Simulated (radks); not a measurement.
Values are calculated unless marked as measured or tabulated.
The mean radii <r> (bohr) of the occupied orbitals of an atom or ion are listed with their occupations. Code: a radial shooting solver on a logarithmic mesh with Libxc functionals. Model: non-relativistic Kohn-Sham, MS2 meta-GGA, spin-polarised, spherical densities, point nucleus; meta-GGA in the generalised Kohn-Sham scheme.

| orbital | occ. | <r> |
|---|---|---|
| 1s | 2 | 0.2691 |
| 2s | 2 | 1.362 |

Name the element and its charge. Open shells, if any, are filled with parallel spins first.

Answer. Z = 6, carbon, charge +2: C2+ in [He] 2s2. The 1s radius gives Z: for a bare nucleus <r> = 1.5/Z, 0.25 bohr for Z = 6, and screening makes it slightly larger (0.2691 here). The occupations add up to 4, and the charge is Z minus that.
